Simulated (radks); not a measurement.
The mean radii <r> (bohr) of the occupied orbitals of an atom or ion are listed with their occupations. Calculated with a radial shooting solver on a logarithmic mesh with Libxc functionals: Dirac Kohn-Sham, PBE, spin-unpolarised, spherical densities, finite nucleus; Fermi nuclear charge, rms radius of each element as measured or else 0.836 A^(1/3) + 0.57 fm.

| orbital | occ. | <r> |
|---|---|---|
| 1s1/2 | 2 | 0.02274 |
| 2s1/2 | 2 | 0.09651 |
| 2p1/2 | 2 | 0.08074 |
| 2p3/2 | 4 | 0.08737 |
| 3s1/2 | 2 | 0.2546 |
| 3p1/2 | 2 | 0.2443 |
| 3p3/2 | 4 | 0.2570 |
| 3d3/2 | 4 | 0.2287 |
| 3d5/2 | 6 | 0.2327 |
| 4s1/2 | 2 | 0.5756 |
| 4p1/2 | 2 | 0.5885 |
| 4p3/2 | 4 | 0.6162 |
| 4d3/2 | 4 | 0.6523 |
| 4d5/2 | 6 | 0.6618 |
| 5s1/2 | 2 | 1.310 |
| 5p1/2 | 2 | 1.422 |
| 5p3/2 | 4 | 1.486 |
| 4f5/2 | 3 | 0.7986 |

Name the element and its charge. Open shells, if any, fill j = l - 1/2 first.

Answer. Z = 62, samarium, charge +5: Sm5+ in [Xe] 4f3. The 1s radius gives Z: for a bare nucleus <r> = (2 gamma + 1)/(2Z) with gamma = sqrt(1 - (Z/c)^2), 0.02245 bohr for Z = 62, and screening makes it slightly larger (0.02274 here). The occupations add up to 57, and the charge is Z minus that.
